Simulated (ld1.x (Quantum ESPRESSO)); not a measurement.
**N (Z = 7): RRKJ pseudisation with PW91, scalar-relativistic reference atom.**

```
Element                 : N (Z = 7)
Generator               : ld1.x (Quantum ESPRESSO) 7.5
Type                    : norm-conserving RRKJ (Kleinman–Bylander form)
Functional              : PW91
Relativity              : scalar-relativistic
Frozen core             : [He]
Valence charge          : 5
Reference configuration : 2s1.75 2p3.25
Partial waves           : 2s (bound): rc 0.70 bohr; 2p (bound): rc 1.60 bohr
Local potential         : all-electron potential smoothed inside 1.05 bohr (lloc = -2)
Core correction         : a·sin(br)/r model core inside 0.35 bohr
rho0                    : 0.005
```

All-electron outer shells of the reference configuration (PW91, scalar-relativistic, ld1.x):

```
shell  level (eV)  outermost node (bohr)  outermost maximum (bohr)
   1s     -385.29                      –                      0.15
   2s      -18.74                   0.32                      1.02
   2p       -7.27                      –                      0.97
```

**Question.** Does the generator finish with these settings?

**Answer.** Yes, a potential is produced and its reference levels are reproduced.

**Question.** Estimate the cutoffs (Ry, on a coarse ladder) from which the occupation-weighted sum of valence levels, in a spherical-Bessel basis at the reference potential, stays within 10 and 1 mRy of its value at 400 Ry.

**Answer.** 260 Ry and over 300 Ry.

**Question.** What does a ghost test show?

**Answer.** No extra level below or beside the all-electron valence levels (s, p, d, f tested).

**Question.** Which valence shell sets the plane-wave cutoff?

**Answer.** 2s: its level needs 300 Ry to come within 1 mRy, against 45 Ry for 2p.

**Question.** Tests: 2s2 2p3; 2s2 2p2; 2s2 2p1; 2s2 2p2.5; 2s2 2p3.3; 2s0 2p5; 2s1 2p0. Which has the largest error in its energy relative to the reference configuration, and how large is it?

**Answer.** 2s1 2p0, with +1632 meV (all-electron minus pseudo) on +164.85 eV.
